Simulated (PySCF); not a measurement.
## Electron correlation in Sc⁺ (scandium, charge +1)

[Ar] 3d1 4s1, high-spin 3D determinant. All numbers are calculated (PySCF 2.14, the spin-free X2C one-electron Hamiltonian (Gaussian nucleus), in x2c-TZVPPall with one added diffuse shell each of s, p, d, f type (7s6p5d3f1g, 80 functions)). Frozen: [Ne]; 10 electrons correlated.

MP2 pair energies summed by pair of shells (mhartree):

| pair | energy | share (%) |
| --- | --- | --- |
| 3p-3p | -125.66 | 63.0 |
| 3p-3d | -23.40 | 11.7 |
| 3s-3p | -20.73 | 10.4 |
| 3p-4s | -15.62 | 7.8 |
| 3s-3s | -6.03 | 3.0 |
| 3s-3d | -4.06 | 2.0 |
| 3d-4s | -3.05 | 1.5 |
| 3s-4s | -0.93 | 0.5 |

Total MP2 correlation energy: -199.48 mhartree.

Same-spin part -60.13 and opposite-spin part -139.35 mhartree; SCS-MP2 scales them by 1/3 and 6/5 to -187.26 mhartree.

This basis was not built for core-valence correlation, so the inner-shell part is incomplete.
